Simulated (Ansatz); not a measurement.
`[CH3][Cd][F]` + HBr → `[CH3][Cd][Br]` + H–F at 600 K and 1 bar (ligand exchange at a Cd–F bond).

Isolated molecules relaxed with PBE0-D4/def2-TZVP in Ansatz; ΔE leaves out vibrations. CCSD(T)/CBS is the MP2 limit (def2-TZVPP, def2-QZVPP) plus CCSD(T) − MP2 in def2-TZVPP, frozen cores. This one scheme is used for every species. def2 core potentials past Kr. For Br, Cd outer-core shells are correlated without core-valence functions, which leaves a few kJ/mol of doubt a bond. Scalar relativity is left out up to krypton.

```csv
species,CCSD(T)/CBS energy (Eh),H − E (kJ/mol),S (J/(mol·K))
`[CH3][Cd][F]`,-307.37791,136.6,342.4
HBr,-2573.91920,33.5,219.1
`[CH3][Cd][Br]`,-2780.94166,135.8,367.7
H–F,-100.39570,42.3,194.0
```

H − E and S are ideal-gas, rigid-rotor, harmonic terms from PBE0-D4/def2-TZVP. 1 Eh = 2625.50 kJ/mol, R = 8.31446 J/(mol·K).

By hand: ΔE, ΔH, ΔS and ΔG.

ΔE = (-2780.94166) + (-100.39570) − (-307.37791) − (-2573.91920) = -0.04025 Eh = -105.7 kJ/mol. Δ(H − E) = 135.8 + 42.3 − 136.6 − 33.5 = 8.0, so ΔH = -97.7 kJ/mol. ΔS = 367.7 + 194.0 − 342.4 − 219.1 = 0.2 J/(mol·K). ΔG = -97.7 − 600 × (0.2)/1000 = -97.8 kJ/mol.

By hand: the equilibrium constant, and the temperature at which ΔG would vanish if ΔH and ΔS stayed fixed.

log₁₀ K = −ΔG/(RT ln 10) = 8.5. ΔH and −TΔS have one sign here, so there is no such temperature.

The number of gas molecules stays the same, so ΔS is small and ΔH decides. A doubt of 5 kJ/mol in ΔE shifts log₁₀ K by 0.4 here. These are equilibria of isolated gas molecules and say nothing of rates. Largest T1 diagnostic: 0.014 (customary marks: 0.02 for closed shells, 0.045 for open ones).

ΔS is within the doubt of such terms, so its sign, and with it that verdict, could turn.
